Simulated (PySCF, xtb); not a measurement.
C3H9BFN, SMILES B(F)(NCC)C. One conformer was computed; it need not be the lowest.

Harmonic wavenumbers (cm⁻¹) from GFN2-xTB (xtb) at its own minimum, in rising order: 49, 72, 125, 175, 237, 330, 398, 418, 458, 668, 725, 832, 873, 878, 959, 1068, 1098, 1141, 1202, 1249, 1302, 1344, 1390, 1404, 1473, 1488, 1491, 1497, 1499, 1501, 2910, 2998, 3023, 3033, 3035, 3045, 3047, 3058, 3435.

Task: What does ωB97X-D3(BJ)/def2-SVP (PySCF 2.14.0) give at its own minimum? (Estimate from the structure and the level; the computed values follow.)

Result: 32, 75, 119, 213, 287, 361, 419, 452, 496, 656, 727, 806, 869, 905, 939, 1091, 1122, 1182, 1260, 1292, 1332, 1385, 1406, 1425, 1449, 1451, 1473, 1478, 1498, 1579, 3061, 3069, 3073, 3141, 3151, 3159, 3164, 3180, 3636. Paired by order, the mean absolute difference is 47 cm⁻¹ and the zero-point energies are 78.5 and 80.7 kcal/mol.
